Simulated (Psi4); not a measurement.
bis(trichlorosilyl)methane (CH$_{2}$Cl$_{6}$Si$_{2}$), singlet, at a GFN2-xTB geometry; PBE0/6-31G* in Psi4 1.11.

Input for Psi4:
```
memory 2 GB

molecule {
0 1
Cl    3.26052000   -0.53738498   -1.13336811
Si    1.60710573    0.23649542   -0.26836104
Cl    2.00035562    0.66527047    1.65976350
Cl    1.07094830    1.91445903   -1.24446984
C     0.22253351   -1.07870862   -0.36950706
Si   -1.54059755   -0.55888706    0.15792715
Cl   -2.29245094    0.75063201   -1.17475212
Cl   -1.52172421    0.27063151    1.99296333
Cl   -2.69199891   -2.21846337    0.18936396
H     0.52408362   -1.93415496    0.23660337
H     0.17355337   -1.44756964   -1.39499878
}

set {
  basis 6-31g*
  diis_max_vecs 3
}

energy('pbe0')
print_variables()
```

Problem. What does Psi4 print? Leave out banner, timings and long lists.

Solution. 
```
   => Loading Basis Set <=

    Name: 6-31G*
    Role: ORBITAL
    Keyword: BASIS

         ---------------------------------------------------------
                                   SCF
               by Justin Turney, Rob Parrish, Andy Simmonett
                          and Daniel G. A. Smith
                              RKS Reference
         ---------------------------------------------------------

  ==> Geometry <==

    Molecular point group: c1
    Full point group: C1

    Geometry (in Angstrom), charge = 0, multiplicity = 1:

       Center              X                  Y                   Z               Mass
    ------------   -----------------  -----------------  -----------------  -----------------
         CL           3.263603221379    -0.552330590632    -1.138487665297    34.968852682000
         SI           1.610188951379     0.221549809368    -0.273480595297    27.976926534650
         CL           2.003438841379     0.650324859368     1.654643944703    34.968852682000
         CL           1.074031521379     1.899513419368    -1.249589395297    34.968852682000
         C            0.225616731379    -1.093654230632    -0.374626615297    12.000000000000
         SI          -1.537514328621    -0.573832670632     0.152807594703    27.976926534650
         CL          -2.289367718621     0.735686399368    -1.179871675297    34.968852682000
         CL          -1.518640988621     0.255685899368     1.987843774703    34.968852682000
         CL          -2.688915688621    -2.233408980632     0.184244404703    34.968852682000
         H            0.527166841379    -1.949100570632     0.231483814703     1.007825032230
         H            0.176636591379    -1.462515250632    -1.400118335297     1.007825032230

  Running in c1 symmetry.

  Rotational constants: A =      0.02418  B =      0.01056  C =      0.01014 [cm^-1]
  Rotational constants: A =    724.76072  B =    316.53986  C =    304.10212 [MHz]
  Nuclear repulsion = 1340.038709620130476

  Charge       = 0
  Multiplicity = 1
  Electrons    = 138
  Nalpha       = 69
  Nbeta        = 69

  ==> Algorithm <==

  SCF Algorithm Type is DF.
  DIIS enabled.
  MOM disabled.
  Fractional occupation disabled.
  Guess Type is SAD.
  Energy threshold   = 1.00e-06
  Density threshold  = 1.00e-06
  Integral threshold = 1.00e-12

  ==> Primary Basis <==

  Basis Set: 6-31G*
    Blend: 6-31G*
    Number of shells: 74
    Number of basis functions: 171
    Number of Cartesian functions: 171
[...]
   @DF-RKS iter   6: -3378.50159855118227   -6.30842e-05   1.81613e-05 DIIS
   @DF-RKS iter   7: -3378.50159945296809   -9.01786e-07   1.64232e-05 DIIS
   @DF-RKS iter   8: -3378.50160341449282   -3.96152e-06   3.93082e-06 DIIS
   @DF-RKS iter   9: -3378.50160351801924   -1.03526e-07   2.93089e-06 DIIS
   @DF-RKS iter  10: -3378.50160364463864   -1.26619e-07   1.02772e-06 DIIS
   @DF-RKS iter  11: -3378.50160365792271   -1.32841e-08   4.88962e-07 DIIS
  Energy and wave function converged.

  ==> Post-Iterations <==

   Electrons on quadrature grid:
      Ntotal   =  138.0000460394 ; deviation = 4.604e-05

    Orbital Energies [Eh]
    ---------------------

    Doubly Occupied:

[...]
    Virtual:

[...]
    Final Occupation by Irrep:
              A
    DOCC [    69 ]
    NA   [    69 ]
    NB   [    69 ]

  @DF-RKS Final Energy: -3378.50160365792271

   => Energetics <=

    Nuclear Repulsion Energy =           1340.0387096201304757
    One-Electron Energy =               -7340.5242545173696271
    Two-Electron Energy =                2785.5310665123315630
    DFT Exchange-Correlation Energy =    -163.5471252730150695
    Empirical Dispersion Energy =           0.0000000000000000
    VV10 Nonlocal Energy =                  0.0000000000000000
    Total Energy =                      -3378.5016036579227148

Computation Completed

Properties will be evaluated at   0.000000,   0.000000,   0.000000 [a0]

Properties computed using the SCF density matrix

 Multipole Moments:

 ------------------------------------------------------------------------------------
     Multipole            Electronic (a.u.)      Nuclear  (a.u.)        Total (a.u.)
 ------------------------------------------------------------------------------------

 L = 1.  Multiply by 2.5417464519 to convert [e a0] to [Debye]
 Dipole X            :         -0.6929979            0.8040496            0.1110518
 Dipole Y            :          3.3592370           -3.8975491           -0.5383121
 Dipole Z            :          1.1506924           -1.3350889           -0.1843965
 Magnitude           :                                                    0.5797538

 ------------------------------------------------------------------------------------

  Variable Map:
  ----------------------------------------------------------------------------
[...]
  Array Variable Map:
  ----------------------------------------------------------------------------
[...]
[...]
```
